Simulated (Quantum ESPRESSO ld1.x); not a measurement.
The silver ion Ag+, 46 electrons, occupied as [Kr] 4d10. All-electron calculation, non-relativistic Kohn-Sham, LDA (Slater exchange, Perdew-Wang correlation), spin-polarised, spherical densities, point nucleus; relativity is left out, which matters for an element this heavy. Program: ld1.x of Quantum ESPRESSO 7.5.

Normalised radial functions P(r) = r R(r), r in bohr:

r	5s	5d
0.002534	0.0252	0.0000
0.002997	0.0292	0.0000
0.003574	0.0338	0.0000
0.004227	0.0387	0.0000
0.005041	0.0443	0.0000
0.005963	0.0500	0.0000
0.007111	0.0562	0.0000
0.008412	0.0621	0.0001
0.01003	0.0679	0.0001
0.01196	0.0727	0.0002
0.01415	0.0757	0.0003
0.01687	0.0764	0.0005
0.01996	0.0736	0.0008
0.0238	0.0661	0.0013
0.02815	0.0534	0.0020
0.03357	0.0336	0.0031
0.03971	0.0084	0.0047
0.04735	-0.0238	0.0071
0.05601	-0.0575	0.0103
0.06679	-0.0916	0.0150
0.07901	-0.1169	0.0210
0.09422	-0.1278	0.0288
0.1123	-0.1153	0.0380
0.1329	-0.0772	0.0477
0.1585	-0.0114	0.0573
0.1875	0.0660	0.0642
0.2235	0.1427	0.0666
0.2644	0.1877	0.0619
0.3153	0.1820	0.0476
0.373	0.1158	0.0243
0.4448	-0.0071	-0.0087
0.5262	-0.1445	-0.0446
0.6274	-0.2613	-0.0809
0.7482	-0.3024	-0.1088
0.885	-0.2462	-0.1221
1.055	-0.0937	-0.1190
1.248	0.1083	-0.0998
1.489	0.3307	-0.0648
1.761	0.5103	-0.0195
2.1	0.6305	0.0385
2.484	0.6646	0.1017
2.962	0.6174	0.1727
3.504	0.5116	0.2402
4.178	0.3698	0.3030
4.942	0.2376	0.3477
5.894	0.1282	0.3713
7.028	0.0579	0.3666
8.313	0.0224	0.3356
9.913	0.0066	0.2797
11.73	0.0016	0.2127
13.98	0.0003	0.1412
16.54	0.0000	0.0827
19.72	0.0000	0.0394
23.33	0.0000	0.0158
27.82	0.0000	0.0046
32.91	0.0000	0.0011
39.25	0.0000	0.0002
46.43	0.0000	0.0000
55.36	0.0000	0.0000

5s (empty): eigenvalue -10.838 eV, 4 radial nodes at r = 0.0417, 0.163, 0.441, 1.14 bohr, <r> = 2.89 bohr, 90 % of the charge inside 4.28 bohr. 5d (empty): eigenvalue -1.896 eV, 2 radial nodes at r = 0.426, 1.87 bohr, <r> = 7.81 bohr, 90 % of the charge inside 12.1 bohr.
